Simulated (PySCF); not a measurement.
## Working with the constants of MgCd

TPSSh constants of MgCd, ¹Σ⁺ (singlet), closed shell (basis Mg def2-SVPD, Cd def2-SVPD with ECP28; scalar-relativistic core potentials; PySCF 2.14; masses 23.9850 and 113.9034 u):

* ωe: 62.3 cm⁻¹
* ωexe: 1.53 cm⁻¹
* Be: 0.068644 cm⁻¹
* αe: 0.00170 cm⁻¹
* D (centrifugal): 3.33e-07 cm⁻¹
* De to Mg + Cd: 0.076 eV

(1) Give the band origin of the fundamental and the first lines of its P and R branches.

(2) Near which J would the R branch turn back, without centrifugal distortion?

Closed-shell solutions of metal pairs were not tested for spin polarisation, which can lower them a little. The bond is weak. Basis-set superposition, not corrected here, can be much of De in a small basis, most of all at correlated wavefunction levels. Functionals without a dispersion term scatter widely for such bonds, and LDA overbinds them.

Results:

(1) ν0 = ωe − 2ωexe = 59.2 cm⁻¹, B0 = 0.067794, B1 = 0.066094 cm⁻¹.

| J″ | P(J″) − ν0 | R(J″) − ν0 |
| --- | --- | --- |
| 0 |  | 0.132 |
| 1 | -0.136 | 0.261 |
| 2 | -0.275 | 0.386 |
| 3 | -0.417 | 0.508 |
| 4 | -0.563 | 0.627 |
| 5 | -0.712 | 0.742 |
| 6 | -0.864 | 0.853 |

(2) At J ≈ (B0 + B1)/(2(B0 − B1)) − 1 ≈ 38.
